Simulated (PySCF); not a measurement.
## Field gradients at the hydrogen positions

Species: C5H8F2Si2.
Structure used (GFN2-xTB), in Å, numbered top down from 1:
```
atom  x, y, z in Å
C1     2.7723    0.2612    0.9931
C2     1.9035    0.2590    0.1685
C3     0.8419    0.2708   -0.8037
Si4   -0.4491    1.6870   -0.4594
Si5   -1.9288    0.2860    0.6580
C6    -0.6800   -1.1898    0.5430
F7    -1.2892   -2.4300    0.6203
C8     0.0675   -1.0476   -0.7756
F9    -0.8604   -1.0009   -1.8100
H10    3.5460    0.2587    1.7008
H11    1.2841    0.3815   -1.7984
H12   -0.8535    2.2403   -1.7560
H13    0.2518    2.7416    0.2812
H14   -2.2170    0.5067    2.0785
H15   -3.1570   -0.1206   -0.0221
H16    0.0590   -1.1722    1.3533
H17    0.7019   -1.9197   -0.9815
```

Level: PBE0/pcSseg-1 (PySCF, non-relativistic); Q(2H) = 0.00286 b; rigid geometry, the same for H and D, with no vibrational averaging.

Task: Rank these positions by the coupling χzz of a deuteron there, largest first.
A. H13 (Si–H hydrogen)
B. H16 (methine hydrogen)
C. H10 (alkyne hydrogen)
D. H11 (methine hydrogen)

Result: C (267 kHz), D (202 kHz), B (190 kHz), A (108 kHz).

Task: Give the electric field gradient Vzz (the principal value of largest size), its asymmetry and the 2H coupling at each hydrogen.

Result: 
```
atom  bonded to  bond length (Å)  Vzz (au)     η  χzz (kHz)
 H10         C1            1.049    0.3976  0.01        267
 H11         C3            1.094    0.3006  0.04        202
 H12        Si4            1.467    0.1616  0.02        109
 H13        Si4            1.467    0.1606  0.02        108
 H14        Si5            1.466    0.1618  0.02        109
 H15        Si5            1.462    0.1655  0.00        111
 H16         C6            1.097    0.2833  0.10        190
 H17         C8            1.098    0.2805  0.06        188
```

Task: Average by the element that carries the hydrogen.

Result: on C: 212 kHz over 4 positions, mean bond length 1.084 Å; on Si: 109 kHz over 4 positions, mean bond length 1.465 Å.

Task: Give the 2H NMR doublet splittings at H16 for a magnetic field along the z, y and x axes of the gradient: 3χ/2, 3χ(1 + η)/4, 3χ(1 − η)/4.

Result: With |χ| = 190.3 kHz and η = 0.096: 286, 157 and 129 kHz, to first order and without motion.

One conformer (not necessarily the lowest) at the GFN2-xTB geometry, without solvent, vibrations or thermal averaging. GFN2-xTB bond lengths can be off by several hundredths of an ångström, more for odd bonds, and the gradients follow them. A larger basis could move these couplings by a tenth or more.
